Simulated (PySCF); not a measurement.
Species: CH7GePS.
Structure used (PBE0-D3(BJ)/def2-SVP), in Å, numbered top down from 1:
```
atom  x, y, z in Å
C1    -2.2447   -0.1338    0.2028
S2    -0.8629    0.7896    0.9450
Ge3    0.8478   -0.1590   -0.1081
P4     2.7287    0.8960    0.7513
H5    -2.2894    0.0075   -0.8867
H6    -2.1862   -1.2062    0.4375
H7    -3.1650    0.2718    0.6456
H8     0.9160   -1.6641    0.2307
H9     0.6661    0.0036   -1.6340
H10    3.5899    0.3144   -0.2313
H11    2.5186    2.0806   -0.0196
```

Jobs on this species (11 atoms, 76 electrons) with PySCF (density fitting). Hardware of each: one thread, Arm Neoverse N1 (aarch64) (shared host). Other jobs ran on the host; a repeat could differ by tens of per cent or more. Peak memory is the resident size of the whole Python process, interpreter and libraries included.

Question: Rank these jobs by wall time, shortest first.
A. PBE0-D3(BJ)/def2-SVP, grid level 1; geometry optimisation from a GFN2-xTB start shaken at random; 117 basis functions
B. delta-SCF UKS B3LYP, pcX-2 on the ionised atom, pcseg-1 elsewhere, spin-free X2C; ΔSCF core ionisation, 5 holes; 154 basis functions
C. delta-SCF UKS SCAN, pcX-1 on the ionised atom, pcseg-1 elsewhere, spin-free X2C; ΔSCF core ionisation, 5 holes; 134 basis functions

Answer: C (36 s), B (73 s), A (2.5 min).

All jobs:

```
                                                                 level and settings                                                          work  basis functions  SCF cycles  wall time  peak memory
     delta-SCF UKS PBE, pcX-2 on the ionised atom, pcseg-1 elsewhere, spin-free X2C                                 ΔSCF core ionisation, 5 holes              154          72       31 s     0.48 GiB
    delta-SCF UKS SCAN, pcX-1 on the ionised atom, pcseg-1 elsewhere, spin-free X2C                                 ΔSCF core ionisation, 5 holes              134          72       36 s     0.43 GiB
delta-SCF UKS SCAN, def2-TZVP on the ionised atom, pcseg-1 elsewhere, spin-free X2C                                 ΔSCF core ionisation, 5 holes              131          72       44 s     0.40 GiB
    delta-SCF UKS SCAN, pcX-2 on the ionised atom, pcseg-1 elsewhere, spin-free X2C                                 ΔSCF core ionisation, 5 holes              154          73       45 s     0.54 GiB
      delta-SCF UKS HF, pcX-2 on the ionised atom, pcseg-1 elsewhere, spin-free X2C                                 ΔSCF core ionisation, 5 holes              154          63       47 s     0.60 GiB
 delta-SCF UKS SCAN, pcX-2 on the ionised atom, pcseg-1 elsewhere, non-relativistic                                 ΔSCF core ionisation, 5 holes              154          75       47 s     0.57 GiB
    delta-SCF UKS PBE0, pcX-2 on the ionised atom, pcseg-1 elsewhere, spin-free X2C                                 ΔSCF core ionisation, 5 holes              154          65       72 s     0.62 GiB
   delta-SCF UKS B3LYP, pcX-2 on the ionised atom, pcseg-1 elsewhere, spin-free X2C                                 ΔSCF core ionisation, 5 holes              154          65       73 s     0.62 GiB
                                                 PBE0-D3(BJ)/def2-SVP, grid level 1  geometry optimisation from a GFN2-xTB start shaken at random              117          93    2.5 min     0.49 GiB
```

What do all jobs in the table cost together?

About 9.1 min; the longest takes about 28 % of that, and about 4.8 times as long as the shortest.
